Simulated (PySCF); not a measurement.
**Two-component Hartree-Fock for Sn⁺ (tin, charge +1)**

Start: [Kr] 4d10 5s2 6s1; 6s1/2 filled at m_j = +1/2. Calculated with PySCF 2.14 in x2c-TZVPall-2c with one added diffuse shell each of s, p, d, f type (9s10p6d3f, 90 functions): generalised Hartree-Fock with the X2C-1e Hamiltonian and a Gaussian nucleus; one run each with spin-orbit coupling (SO) switched off, then screened by Boettger's factors. This is a chosen level, not necessarily the ground level.

| spinor shell | electrons | ε, spin-free (eV) | ε, screened SO (eV) | weight of nominal j (screened SO) | rms radius, screened SO (bohr) |
| --- | --- | --- | --- | --- | --- |
| 1s1/2 | 2 | -29359.3 | -29356.6 | 1.000 | 0.0333 |
| 2s1/2 | 2 | -4535.5 | -4534.7 | 1.000 | 0.136 |
| 2p1/2 | 2 | -4065.7 | -4225.7 | 1.000 | 0.118 |
| 2p3/2 | 4 | -4065.7 | -3992.7 | 1.000 | 0.123 |
| 3s1/2 | 2 | -924.88 | -924.69 | 1.000 | 0.361 |
| 3p1/2 | 2 | -767.53 | -797.69 | 1.000 | 0.354 |
| 3p3/2 | 4 | -767.53 | -753.72 | 1.000 | 0.366 |
| 3d3/2 | 4 | -526.03 | -531.26 | 1.000 | 0.340 |
| 3d5/2 | 6 | -526.03 | -522.38 | 1.000 | 0.343 |
| 4s1/2 | 2 | -172.10 | -172.07 | 1.000 | 0.874 |
| 4p1/2 | 2 | -122.11 | -127.59 | 1.000 | 0.931 |
| 4p3/2 | 4 | -122.11 | -119.62 | 1.000 | 0.961 |
| 4d3/2 | 4 | -47.592 | -48.271 | 1.000 | 1.17 |
| 4d5/2 | 6 | -47.592 | -47.129 | 1.000 | 1.18 |
| 5s1/2 | 2 | -23.711 | -23.713 | 1.000 | 2.43 |
| 6s1/2 | 1 | -7.180 | -7.180 | 1.000 | 6.03 |

```csv
quantity,spin-free,screened SO
E (hartree),-6172.55609,-6174.01750
M_J,1/2,1/2
⟨J²⟩,0.750,0.750
⟨L²⟩,0.000,0.018
⟨S²⟩,0.750,0.768
```

Breit and QED terms are absent; they matter most for the inner s and p1/2 levels.

Densities and radii are taken from the X2C orbitals without a picture-change correction, which distorts them close to the nucleus.

Without spin-orbit coupling the j labels of p, d and f shells carry no meaning; the spin-free column gives the mean over the occupied spinors of each nl shell.
